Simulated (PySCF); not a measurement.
Si(F)(Br)(Et)(Vi), SMILES C([Si](Br)(C=C)F)C (GFN2-xTB optimised geometry):

```
15

C      0.262    -3.426     2.311
C     -0.551    -2.885     1.417
Si     0.038    -1.812     0.000
F      1.651    -1.812     0.000
Br    -0.489    -2.772    -1.928
C     -0.560    -0.015     0.000
C     -0.047     0.782    -1.199
H      1.328    -3.270     2.274
H     -0.099    -4.049     3.114
H     -1.614    -3.075     1.490
H     -0.230     0.470     0.921
H     -1.651     0.014     0.009
H     -0.404     0.352    -2.132
H     -0.394     1.812    -1.146
H      1.041     0.789    -1.219
```

Calculation: PBE0/def2-TZVP in PySCF 2.14.0.

Q: What are the frontier orbital energies and the dipole moment?

A: HOMO-2 -8.59 eV, HOMO-1 -8.27 eV, HOMO -8.19 eV, LUMO -0.84 eV, LUMO+1 0.73 eV; dipole moment 2.44 D.

On the same geometry PySCF 2.14.0 with PBE/def2-TZVP gives HOMO-2 -7.30 eV, HOMO-1 -7.08 eV, HOMO -6.93 eV, LUMO -1.81 eV, LUMO+1 -0.18 eV; dipole moment 2.32 D.

Meta-Löwdin charges at PBE0/def2-TZVP: C1 -0.21, C2 -0.38, Si3 1.16, F4 -0.50, Br5 -0.28, C6 -0.46, C7 -0.34, H8 0.13, H9 0.13, H10 0.13, H11 0.13, H12 0.13, H13 0.12, H14 0.12, H15 0.12.
